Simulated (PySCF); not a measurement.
# The 1-electron isoelectronic series, spin-free X2C

All values are computed (PySCF 2.14, energy differences of UHF-based or UKS calculations, no spin-orbit coupling). Each ion has its own even-tempered basis scaled to its charge (16s7p4d3f3g for the first); frozen: nothing. Ionisation energies in eV.

| ion | configuration | UHF | LDA | PBE | PBE0 | r2SCAN | NIST (with spin-orbit, Breit and QED) |
| --- | --- | --- | --- | --- | --- | --- | --- |
| W⁷³⁺ | 1s1 (2S) | 80881.3 | 80784.7 | 80885.5 | 80884.4 | 80890.6 | 80755.91 ± 0.14 (t) |
| Re⁷⁴⁺ | 1s1 (2S) | 83293.5 | 83195.3 | 83298.4 | 83297.2 | 83303.3 | 83162.41 ± 0.24 (t) |
| Os⁷⁵⁺ | 1s1 (2S) | 85751.5 | 85651.8 | 85757.3 | 85755.9 | 85761.9 | 85614.42 ± 0.15 (t) |
| Ir⁷⁶⁺ | 1s1 (2S) | 88256.8 | 88155.4 | 88263.4 | 88261.8 | 88267.8 | 88113.6 ± 1.4 (t) |
| Pt⁷⁷⁺ | 1s1 (2S) | 90809.6 | 90706.7 | 90817.2 | 90815.3 | 90821.2 | 90659.84 ± 0.17 (t) |
| Au⁷⁸⁺ | 1s1 (2S) | 93411.0 | 93306.4 | 93419.5 | 93417.4 | 93423.2 | 93254.62 ± 0.2 (t) |
| Hg⁷⁹⁺ | 1s1 (2S) | 96061.3 | 95955.1 | 96070.9 | 96068.5 | 96074.2 | 95898.19 ± 0.22 (t) |
| Pb⁸¹⁺ | 1s1 (2S) | 101514.1 | 101404.7 | 101526.0 | 101523.0 | 101528.5 | 101336.7 ± 0.3 (t) |
| Bi⁸²⁺ | 1s1 (2S) | 104318.6 | 104207.6 | 104331.7 | 104328.5 | 104333.8 | 104133.4 ± 0.3 (t) |

(1) Interpolate the row of Tl⁸⁰⁺.

Each ion has its own basis, which adds noise of up to about 0.1 % along the series.

NIST values marked (s) are semi-empirical, (t) theoretical. Open shells are high-spin determinants of the terms that Hund's rules give.

Answers

(1) configuration 1s1 (2S); UHF 98762.1; LDA 98654.3; PBE 98772.8; PBE0 98770.1; r2SCAN 98775.7; NIST (with spin-orbit, Breit and QED) 98592.12 ± 0.25 (t).
